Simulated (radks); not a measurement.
The numbers below are computed, except where a source is named.
Q: These are the eigenvalues of the occupied orbitals of an atom or ion with whole-number occupations (hartree). Level of theory: Dirac Kohn-Sham, relativistic LDA (MacDonald-Vosko exchange, VWN5 correlation), spin-unpolarised, spherical densities, finite nucleus; Fermi nuclear charge, rms radius of each element as measured or else 0.836 A^(1/3) + 0.57 fm (a radial shooting solver on a logarithmic mesh with Libxc functionals).

| orbital | eigenvalue |
|---|---|
| 1s1/2 | -69.13655 |
| 2s1/2 | -8.43514 |
| 2p1/2 | -6.92497 |
| 2p3/2 | -6.89862 |

Which element is it, and in what charge state? The configuration may be excited. Open shells, if any, fill j = l - 1/2 first.

A: Z = 14, silicon, charge +5: Si5+ in [He] 2s2 2p5. The list shows which subshells hold electrons but not how many an open one holds; the 1s level, -69.137 hartree, gives Z - s = 11.8 by -(Z - s)^2/2, which with screening and relativity narrows Z to a few neighbours, and the depths of the outer levels then fix element, charge and occupations together.
